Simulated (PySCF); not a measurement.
CClF₂, SMILES F[C](F)Cl (connectivity only; charge and spin as stated), charge +1, multiplicity 1.

Geometry: ωB97X-D3(BJ)/def2-TZVP. The spin state was assumed, not searched. The isomer is the one that the SMILES or the coordinates give; other isomers of the formula were not compared.

Method: PBE/def2-TZVPD run with PySCF.

Gas-phase values at a fixed geometry.

Estimate the frontier levels, gap, dipole moment and polarisability. (The exact figures need the calculation; the answer reports its results.)


```json
{
 "highest_occupied_level": "-16.17 eV",
 "lowest_empty_level": "-11.28 eV",
 "orbital_gap": "4.89 eV",
 "dipole_moment_about_the_centre_of_nuclear_charge": "0.71 D",
 "mean_static_polarisability": "25.2 bohr³ (3.73 Å³)",
 "polarisability_principal_values": "17.9, 24.0, 33.7 bohr³"
}
```
